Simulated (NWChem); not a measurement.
System: C3H3, doublet; SMILES [C]#CC

In the optimisation the excess spin sits in a (C3, its own frame).

### Question
Give the equilibrium geometry at PBE0/def2-SVP, spin-unrestricted (NWChem) as a Z-matrix, with the point group.

### Answer
point group C3v; any orientation.
```
C
H 1 1.1007
H 1 1.1007 2 108.06
H 1 1.1007 2 108.06 3 -116.71
C 1 1.4555 2 110.84 3 121.65
C 5 1.2143 2 150.89 1 180.00
```
